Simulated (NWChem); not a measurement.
System: CH₃ClO₂Si; SMILES O=C(O)[SiH2]Cl

Input file for NWChem:

```
start job
memory heap 200 mb stack 900 mb global 1100 mb
geometry units angstroms noautosym nocenter noautoz
  O     -0.680519    -2.289544    -0.331051
  C      0.028965    -1.319660    -0.158999
  O      1.307194    -1.398445     0.260043
  Si    -0.689882     0.428589    -0.497081
  Cl     0.657809     1.962421    -0.146391
  H      1.509473    -2.350253     0.381193
  H     -1.854076     0.589436     0.399637
  H     -1.096618     0.453665    -1.918163
end
basis spherical
  * library 6-31g*
end
dft
  xc b3lyp
  iterations 150
end
property
  shielding 7 1 2 3 4 5 6 7
end
task dft property
```

Excerpt of the output:

```
             Northwest Computational Chemistry Package (NWChem) 7.3.0
             --------------------------------------------------------

                             Geometry "geometry" -> ""
                             -------------------------

 Output coordinates in angstroms (scale by  1.889725989 to convert to a.u.)

  No.       Tag          Charge          X              Y              Z
 ---- ---------------- ---------- -------------- -------------- --------------
    1 O                    8.0000    -0.68051900    -2.28954400    -0.33105100
    2 C                    6.0000     0.02896500    -1.31966000    -0.15899900
    3 O                    8.0000     1.30719400    -1.39844500     0.26004300
    4 Si                  14.0000    -0.68988200     0.42858900    -0.49708100
    5 Cl                  17.0000     0.65780900     1.96242100    -0.14639100
    6 H                    1.0000     1.50947300    -2.35025300     0.38119300
    7 H                    1.0000    -1.85407600     0.58943600     0.39963700
    8 H                    1.0000    -1.09661800     0.45366500    -1.91816300

 Effective nuclear repulsion energy (a.u.)     270.5191653618

                              NWChem Property Module
                              ----------------------

  itol2e modified to match energy
  convergence criterion.

                                 NWChem DFT Module
                                 -----------------

 Summary of "ao basis" -> "ao basis" (spherical)
 ------------------------------------------------------------------------------
       Tag                 Description            Shells   Functions and Types
 ---------------- ------------------------------  ------  ---------------------
 O                           6-31g*                  6       14   3s2p1d
 C                           6-31g*                  6       14   3s2p1d
 Si                          6-31g*                  8       18   4s3p1d
 Cl                          6-31g*                  8       18   4s3p1d
 H                           6-31g*                  2        2   2s

  itol2e modified to match energy
  convergence criterion.

            General Information
            -------------------
          SCF calculation type: DFT
          Wavefunction type:  closed shell.
          No. of atoms     :     8
          No. of electrons :    56
           Alpha electrons :    28
            Beta electrons :    28
          Charge           :     0
          Spin multiplicity:     1
          Use of symmetry is: off; symmetry adaption is: off
          Maximum number of iterations: 150
          AO basis - number of functions:    84
                     number of shells:    40
          Convergence on energy requested:  1.00D-07
          Convergence on density requested:  1.00D-05
          Convergence on gradient requested:  5.00D-04

              XC Information
              --------------
                         B3LYP Method XC Potential
                     Hartree-Fock (Exact) Exchange  0.200
                        Slater Exchange Functional  0.800 local
                    Becke 1988 Exchange Functional  0.720 non-local
              Lee-Yang-Parr Correlation Functional  0.810
                  VWN I RPA Correlation Functional  0.190 local

[...]

          -----------------------------------------
          Chemical Shielding Tensors (GIAO, in ppm)
          -----------------------------------------

                                NWChem CPHF Module
                                ------------------

  scftype          =     RHF
  nclosed          =       28
  nopen            =        0
  variables        =     1568
  # of vectors     =        3
  tolerance        = 0.10D-03
  level shift      = 0.00D+00
  max iterations   =       50
  max subspace     =       30

 SCF residual:    4.7501610557577266E-005

Iterative solution of linear equations
  No. of variables     1568
  No. of equations        3
  Maximum subspace       30
        Iterations       50
       Convergence  1.0D-04

   iter   nsub   residual    time
   ----  ------  --------  ---------
     1      3    4.69D-01      37.1
     2      6    6.16D-02      41.1
     3      9    2.33D-03      45.1
     4     12    1.85D-04      49.1
     5     15    4.42D-06      53.1

      Atom:    1  O
        Diamagnetic
    398.5344     13.0817      2.6465
     13.0817    404.9084      3.2258
      2.6465      3.2258    388.6277

        Paramagnetic
   -725.4615    -75.9839   -189.6973
    -75.9839   -647.5414      6.5382
   -189.6973      6.5382   -188.1135

        Total Shielding Tensor
   -326.9271    -62.9022   -187.0509
    -62.9022   -242.6330      9.7640
   -187.0509      9.7640    200.5143

           isotropic =    -123.0153
          anisotropy =    -425.2010

          Principal Components and Axis System
                 1           2           3
             -406.4826    261.7300   -224.2932

      1         0.9034     -0.3079     -0.2984
      2         0.3306      0.0568      0.9421
      3         0.2731      0.9497     -0.1531

      Atom:    2  C
        Diamagnetic
    259.4271      2.9790      8.0804
      2.9790    260.5147     -0.6198
      8.0804     -0.6198    236.6123

        Paramagnetic
   -292.9399     38.3904    -51.6155
     38.3904   -236.4816     18.1557
    -51.6155     18.1557   -158.5720

        Total Shielding Tensor
    -33.5128     41.3695    -43.5351
     41.3695     24.0331     17.5358
    -43.5351     17.5358     78.0403

           isotropic =      22.8535
          anisotropy =     105.5144

          Principal Components and Axis System
                 1           2           3
               93.1965    -69.8958     45.2599

      1        -0.3078      0.8506      0.4263
      2         0.0567     -0.4309      0.9006
      3         0.9498      0.3014      0.0844

      Atom:    3  O
        Diamagnetic
    402.2777     -8.2333      8.0614
     -8.2333    398.6842     -3.8308
      8.0614     -3.8308    381.7442

        Paramagnetic
   -186.5552    -58.0916     13.7308
    -58.0916   -457.8115     -4.6347
     13.7308     -4.6347   -213.7197

        Total Shielding Tensor
    215.7225    -66.3249     21.7923
    -66.3249    -59.1273     -8.4655
     21.7923     -8.4655    168.0245

           isotropic =     108.2066
          anisotropy =     195.4218

          Principal Components and Axis System
                 1           2           3
              238.4878    160.4752    -74.3432

      1         0.9254     -0.3073      0.2219
      2        -0.2151      0.0562      0.9750
      3         0.3120      0.9500      0.0141

      Atom:    4  Si
        Diamagnetic
    881.9305      2.5749      1.8908
      2.5749    887.1630      0.1681
      1.8908      0.1681    876.2877

        Paramagnetic
   -441.5715     42.8152      4.3942
     42.8152   -440.3041     12.6313
      4.3942     12.6313   -462.4365

        Total Shielding Tensor
    440.3590     45.3901      6.2849
     45.3901    446.8588     12.7993
      6.2849     12.7993    413.8512

           isotropic =     433.6897
          anisotropy =      86.7455

          Principal Components and Axis System
                 1           2           3
              491.5200    412.5887    396.9603

      1         0.6654     -0.3126      0.6778
      2         0.7260      0.0600     -0.6851
      3         0.1735      0.9480      0.2669

      Atom:    5  Cl
        Diamagnetic
   1148.0934      4.3936      1.1872
      4.3936   1151.2992      0.9903
      1.1872      0.9903   1144.0037

        Paramagnetic
   -144.6888     -4.4656     28.1018
     -4.4656   -116.3270     -8.0591
     28.1018     -8.0591   -220.4005

        Total Shielding Tensor
   1003.4046     -0.0720     29.2889
     -0.0720   1034.9723     -7.0688
     29.2889     -7.0688    923.6032

           isotropic =     987.3267
          anisotropy =      72.3637

          Principal Components and Axis System
                 1           2           3
             1035.5692   1012.7731    913.6378

      1        -0.0779      0.9476     -0.3097
      2         0.9935      0.0997      0.0551
      3        -0.0831      0.3034      0.9492

      Atom:    6  H
        Diamagnetic
     24.2989     -7.2994      2.9898
     -7.2994     40.8921     -3.7994
      2.9898     -3.7994     17.5802

        Paramagnetic
      0.7606      1.2307     -2.5849
      1.2307    -13.7584      1.7057
     -2.5849      1.7057      7.5718

        Total Shielding Tensor
     25.0595     -6.0687      0.4048
     -6.0687     27.1337     -2.0937
      0.4048     -2.0937     25.1520

           isotropic =      25.7817
          anisotropy =      10.4021

          Principal Components and Axis System
                 1           2           3
               32.7165     24.8992     19.7295

      1        -0.6106     -0.3074      0.7299
      2         0.7543      0.0553      0.6542
      3        -0.2414      0.9500      0.1981

      Atom:    7  H
        Diamagnetic
     34.6126     -1.1421     -7.0821
     -1.1421     25.3839      1.0715
     -7.0821      1.0715     26.8713

        Paramagnetic
     -4.1347      2.1244      3.7385
      2.1244      0.3339     -0.5519
      3.7385     -0.5519     -1.6172

[...]
```

Level: B3LYP/6-31G* (spherical d), GIAO. All runs use the structure optimised with B3LYP/6-31G* (spherical d). The printed shielding anisotropy is the first printed principal value minus the mean of the other two.
